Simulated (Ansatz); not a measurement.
**Abstraction of Br: AlBr3 + C2H7Si → AlBr2 + C2H7BrSi**

Species: AlBr3 `[Br][Al]([Br])[Br]`, singlet; C2H7Si `CC[SiH2]`, doublet; AlBr2 `[Br][Al][Br]`, doublet; C2H7BrSi `CC[SiH2]Br`, singlet. A radical takes Br: the energy is the difference in strength between the Al–Br bond broken and the Si–Br bond made.

Shapes, held fixed at every level: PBE0-D4/def2-TZVP. Flexible molecules stand in one conformer, not always the lowest. Programs: Ansatz 0.2.0. The zero-point and thermal change to 298 K, harmonic and unscaled (PBE0-D4/def2-TZVP), is +3.2 kJ/mol.

```tsv
level	kind	ΔH(298 K) (kJ/mol)	CPU time (sum over the molecules)
MP2/def2-SVP	perturbation theory	+26.2	–
MP2/def2-TZVPP	perturbation theory	+13.6	–
SPW92/def2-TZVPP	LDA	-1.6	18 s
B3LYP-D4/def2-TZVPP	global hybrid	+8.3	74 s
PBE0-D4/def2-TZVPP	global hybrid	+7.4	53 s
r2SCAN0-D4/def2-TZVPP	global hybrid	+11.6	91 s
wB97X-V/def2-TZVPP	range-separated hybrid	+10.3	2.2 min
B2PLYP/def2-TZVPP	double hybrid	+9.9	82 s
```

B2PLYP/def2-TZVPP gives ΔH(298 K) = +9.9 kJ/mol; the levels span -1.6 to +26.2. They disagree on the sign: 7 of 8 are positive. The median of the levels is +10.1. No measured value is set beside it here. Open shells run unrestricted. Relativity is left out for Br. Outer-core shells of Br are correlated, in sets that cover them unevenly. Times are processor times on shared x86 and Arm servers, and rough.
